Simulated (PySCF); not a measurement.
A structure optimised at PBE-D3(BJ)/def2-SVP, used in a PySCF frequency run:

```xyz
10

C      2.2754    -0.1148    -1.1722
Si     0.4690     0.3173    -1.1215
O     -0.4453    -0.5058    -2.2561
O      0.3620     1.9598    -1.3760
I     -0.4879    -0.3012     1.1073
H      2.8385     0.4893    -0.4346
H      2.6754     0.0976    -2.1849
H      2.4276    -1.1877    -0.9466
H     -1.0932    -1.1278    -1.8815
H     -0.5442     2.3085    -1.4500
```
Charge 0, spin multiplicity 1.

Question: Write its SMILES and formula.

Answer: C[Si](O)(O)I, CH5IO2Si

Question: What are its rotational constants (standard atomic weights)?

Answer: 3.5548, 1.0891, 1.0675 GHz
